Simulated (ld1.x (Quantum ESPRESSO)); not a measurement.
# Which change was made? (N, PAW)

| Quantity | Value |
| --- | --- |
| Element | N |
| Generator | ld1.x (Quantum ESPRESSO) 7.5 |
| Type | PAW |
| Functional | LDA (PZ) |
| Relativity | non-relativistic |
| Frozen core | [He] |
| Valence charge | 5 |
| Reference configuration | 2s1 2p4 |
| Partial waves | 2s (bound): rcut 0.70, rcutus 0.75 bohr; 2s channel at 0.6 Ry: rcut 0.70, rcutus 0.75 bohr; 2p (bound): rcut 1.95, rcutus 2.50 bohr; 2p channel at 3.65 Ry: rcut 1.95, rcutus 2.50 bohr; 3d channel at 0.05 Ry: rcut 2.30, rcutus 2.65 bohr |
| Local potential | all-electron potential smoothed inside 0.75 bohr (lloc = -1) |
| Core correction | Bessel-smoothed model core inside 0.60 bohr |
| Augmentation charge | PSQ, inside the norm-conserving radii |

Cutoffs, loose and tight: the cutoffs (Ry, on a coarse ladder) from which the occupation-weighted sum of valence levels, in a spherical-Bessel basis at the reference potential, stays within 10 and 1 mRy of its value at 400 Ry. They do not see the model core or the augmentation charge, which bear on the density cutoff. Test errors are all-electron minus pseudo excitation energies from the reference, over the configurations 2s2 2p3; 2s2 2p2; 2s2 2p1; 2s1 2p0; 2s2 2p3.3; 2s0 2p5; 2s2 2p0 (two spin-polarised tests are not counted in the largest error); variants that change the core or the reference have their own tests.

The base gives: outcome: generated, overlap not positive; bound ghosts: not determined (overlap not positive); largest test error (meV): -341.

Question: After one change the result is: outcome: generated; cutoff, loose: 50 Ry; cutoff, tight: 160 Ry; bound ghosts: none; largest test error (meV): +6946. Which change was it?
A. waves 2s (bound): rcut 0.70, rcutus 1.02 bohr; 2s channel at 0.6 Ry: rcut 0.70, rcutus 1.02 bohr
B. local potential all-electron potential smoothed inside 1.85 bohr (lloc = -1)
C. type TM; waves now 2s (bound): rc 0.75 bohr; 2p (bound): rc 2.50 bohr; 3d channel at 0.05 Ry: rc 2.65 bohr; local potential the d channel

Answer: C. The others give: waves 2s (bound): rcut 0.70, rcutus 1.02 bohr; 2s channel at 0.6 Ry: rcut 0.70, rcutus 1.02 bohr → outcome: generated, overlap not positive; bound ghosts: not determined (overlap not positive); largest test error (meV): -52 | local potential all-electron potential smoothed inside 1.85 bohr (lloc = -1) → outcome: generated, overlap not positive; bound ghosts: not determined (overlap not positive); largest test error (meV): -19. A file whose overlap is not positive is unfit for use, and its test errors describe a broken file.
